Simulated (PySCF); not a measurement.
Identify the unknown among the candidates.

All candidates are C6H7F3Si.

| technique | computed result |
| --- | --- |
| 13C NMR | chemical shifts (computed TMS as zero) by class: 139.7 (1 C), 104.6 (1 C), 85.4 (1 C), 37.8 (1 C), 26.5 (1 C), 14.8 (1 C) ppm [GIAO PBE/pcSseg-1] |
| Polarisability | 94.4 au [PBE0/def2-SVPD] |
| UV, strongest line | among the 10 lowest singlet transitions: S5 at 7.22 eV (172 nm, f = 0.285) [TDDFT PBE0/def2-SVPD] |
| 1H NMR | chemical shifts (computed TMS as zero) by class: 5.42 (1 H), 2.65 (1 H), 2.59 (1 H), 2.58 (1 H), 2.04 (1 H), 1.71 (1 H), 1.18 (1 H) ppm [GIAO PBE/pcSseg-1] |
| UV, first state | lowest singlet excitation: 5.80 eV (214 nm, f = 0.002) [TDDFT PBE0/def2-SVPD] |
| Rotational structure | rotational constants A, B, C: 2.115, 0.722, 0.654 GHz [PBE0-D3(BJ)/def2-SVP] |
| Triplet | lowest triplet excitation (Tamm–Dancoff): 4.75 eV [TDA PBE0/def2-SVPD] |

Gas-phase values; electronic properties from PySCF, density fitting. Levels stand in brackets. Geometry: PBE0-D3(BJ)/def2-SVP, one conformer, isolated molecule. NMR values are class means; diastereotopic atoms form classes of their own.

**Question.** Which candidate is it?
A. `FC(F)=C(F)/C=C\[C@@H]1C[SiH2]1`
B. `FC(F)=C(F)/C=C/[C@@H]1C[SiH2]1`
C. `FC(F)(F)CC1=C[SiH2]C=C1`
D. `C#C[Si@@H]1CC[C@H]1C(F)(F)F`

**Answer.** D. It is `C#C[Si@@H]1CC[C@H]1C(F)(F)F`. Numbering: `[CH:1]#[C:2][Si@@H:3]1[CH2:4][CH2:5][C@H:6]1[C:7]([F:8])([F:9])[F:10]`. Its formula, C6H7F3Si, gives 3 degrees of unsaturation: 1 ring and 2 π bonds in the structure found. 6 carbons fall into 6 classes; from least to most shielded: CF3 carbon [C7] (139.7 ppm), terminal alkyne carbon [C1] (104.6 ppm), alkyne carbon [C2] (85.4 ppm), ring sp3 carbon bound to silicon [C6] (37.8 ppm), four-membered-ring carbon [C5] (26.5 ppm), ring sp3 carbon bound to silicon [C4] (14.8 ppm). Hydrogen classes from least to most shielded: 1 H on an SiH silicon, Si3 (5.42 ppm), 1 H on a four-membered-ring carbon, C5 (2.65 ppm), 1 H on a four-membered-ring carbon, C5 (2.59 ppm), 1 H on a terminal alkyne carbon, C1 (2.58 ppm), 1 H on an sp3 carbon bound to silicon, C6 (2.04 ppm), 1 H on an sp3 carbon bound to silicon, C4 (1.71 ppm), 1 H on an sp3 carbon bound to silicon, C4 (1.18 ppm). The optimised geometry has point group C1 and is an asymmetric top.

The others, at the same levels:
- `FC(F)=C(F)/C=C\[C@@H]1C[SiH2]1` fails: its computed 13C shifts are 162.1 (1 C), 138.7 (1 C), 137.8 (1 C), 112.1 (1 C), 16.5 (1 C), 4.4 (1 C) ppm, 1H shifts are 5.51 (1 H), 4.99 (1 H), 3.04 (1 H), 2.89 (1 H), 2.66 (1 H), 1.15 (1 H), 0.65 (1 H) ppm and lowest singlet excitation is 4.69 eV (264 nm, f = 0.704) (against 5.80 eV).
- `FC(F)=C(F)/C=C/[C@@H]1C[SiH2]1` fails: its computed 13C shifts are 161.2 (1 C), 136.2 (1 C), 134.9 (1 C), 114.7 (1 C), 20.1 (1 C), 3.0 (1 C) ppm, 1H shifts are 5.92 (1 H), 5.36 (1 H), 3.05 (1 H), 2.72 (1 H), 1.96 (1 H), 1.13 (1 H), 0.75 (1 H) ppm and lowest singlet excitation is 4.80 eV (258 nm, f = 0.825) (against 5.80 eV).
- `FC(F)(F)CC1=C[SiH2]C=C1` fails: its computed 13C shifts are 159.3 (1 C), 158.9 (1 C), 135.3 (1 C), 133.4 (1 C), 132.8 (1 C), 45.3 (1 C) ppm, 1H shifts are 7.27 (1 H), 6.35 (1 H), 6.09 (1 H), 4.82 (2 H), 2.88 (2 H) ppm and lowest singlet excitation is 4.42 eV (281 nm, f = 0.047) (against 5.80 eV).

Each candidate is one conformer, not necessarily the lowest. The conformers computed, where there is a choice (atom-mapped SMILES and torsion angles):
- `[CH:1]#[C:2][Si@@H:3]1[CH2:4][CH2:5][C@H:6]1[C:7]([F:8])([F:9])[F:10]`: C5–C6–C7–F8 -63°
- `[F:1][C:2]([F:3])=[C:4]([F:5])/[CH:6]=[CH:7]\[C@@H:8]1[CH2:9][SiH2:10]1`: C2–C4–C6–C7 180°, C6–C7–C8–C9 -158°
- `[F:1][C:2]([F:3])=[C:4]([F:5])/[CH:6]=[CH:7]/[C@@H:8]1[CH2:9][SiH2:10]1`: C2–C4–C6–C7 -179°, C6–C7–C8–C9 -150°
- `[F:1][C:2]([F:3])([F:4])[CH2:5][C:6]1=[CH:7][SiH2:8][CH:9]=[CH:10]1`: F1–C2–C5–C6 -62°, C2–C5–C6–C7 -104°
